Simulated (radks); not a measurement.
Spherical jellium clusters: N electrons in a uniform positive sphere of charge N and radius rs N^(1/3), rs = 3.65 bohr. Level of theory: non-relativistic Kohn-Sham, exchange-only LDA, spin-polarised, spherical densities (a radial shooting solver with Libxc functionals). Levels are named by radial order and angular momentum (1s, 1p, 1d, 2s, ...), and open shells are averaged over m. Each electron was tried in the lowest free levels, single moves between levels near the top were tried too, and the lowest total energy was kept; such a search can miss a lower state. Energies include the self-energy of the background; IP and EA are vertical (highest electron removed, lowest free level filled), at fixed background; spill-out counts the electrons outside the background radius R, and alpha is the static dipole polarisability from linear response (closed shells only). A dash means not computed or, for alpha, an open shell; in EA it means that no bound solution was reached, which is typical of self-interaction and does not show that the anion is unstable. Real open-shell clusters deform, which this model forbids.

N,open shells,2S,E/N (eV),E(N+1) + E(N-1) - 2E(N) (eV),IP (eV),EA (eV),spill-out (e),alpha/R^3
1,"1s(up 1, down 0)",1,-0.746,-,-,-,0.43,-
2,none,0,-0.872,0.779,4.520,-,0.65,1.887
3,"1p(up 1, down 0)",1,-0.654,-0.735,3.365,-,0.98,-
4,"1p(up 2, down 0)",2,-0.729,-0.547,4.041,-,1.18,-
5,"1p(up 3, down 0)",3,-0.883,0.912,4.421,-,1.32,-
6,"1p(up 3, down 1)",2,-0.834,-0.602,3.356,-,1.49,-
7,"1p(up 3, down 2)",1,-0.885,-0.411,3.885,-,1.62,-
8,none,0,-0.975,1.275,4.210,-,1.73,1.589
9,"1d(up 1, down 0)",1,-0.903,-0.338,2.855,-,1.94,-
10,"1d(up 2, down 0)",2,-0.879,-0.290,3.191,-,2.10,-
11,"1d(up 3, down 0)",3,-0.886,-0.250,3.450,-,2.24,-
12,"1d(up 4, down 0)",4,-0.913,-0.216,3.657,-,2.36,-
13,"1d(up 5, down 0)",5,-0.952,0.453,3.826,-,2.46,-
14,"1d(up 5, down 0) 2s(up 1, down 0)",6,-0.953,0.285,3.326,-,2.71,-
15,"1d(up 5, down 1) 2s(up 1, down 0)",5,-0.935,-0.280,3.079,-,2.81,-
16,"1d(up 5, down 2) 2s(up 1, down 0)",4,-0.937,-0.282,3.321,-,2.90,-
17,"1d(up 5, down 4)",1,-0.955,-0.245,3.590,1.196,2.88,-
18,none,0,-0.984,0.084,3.736,1.156,2.97,1.447
19,"2s(up 1, down 0)",1,-1.007,0.352,3.622,-,3.14,-
20,none,0,-1.009,0.509,3.269,-,3.36,1.493
21,"1f(up 1, down 0)",1,-0.987,-0.172,2.791,-,3.48,-
22,"1f(up 2, down 0)",2,-0.974,-0.156,2.947,-,3.58,-
23,"1f(up 3, down 0)",3,-0.970,-0.143,3.084,-,3.67,-
24,"1f(up 4, down 0)",4,-0.972,-0.131,3.206,-,3.76,-
25,"1f(up 5, down 0)",5,-0.979,-0.121,3.315,1.149,3.84,-
26,"1f(up 6, down 0)",6,-0.990,-0.112,3.414,1.260,3.92,-
27,"1f(up 7, down 0)",7,-1.004,0.662,3.503,-,3.99,-
28,"1f(up 7, down 0) 2p(up 1, down 0)",8,-0.994,-0.099,2.818,-,4.23,-
29,"1f(up 7, down 0) 2p(up 2, down 0)",9,-0.988,-,2.962,1.003,4.45,-

All shells are closed at N = 2, 8, 18, 20 (there: 1s2 1p6 1d10 2s2); the second difference of the energy has clear peaks (12 % above both neighbours; the first and last values, which can be the largest, are not judged, and half-filled shells can peak too) at N = 5, 8, 13, 20, 27.
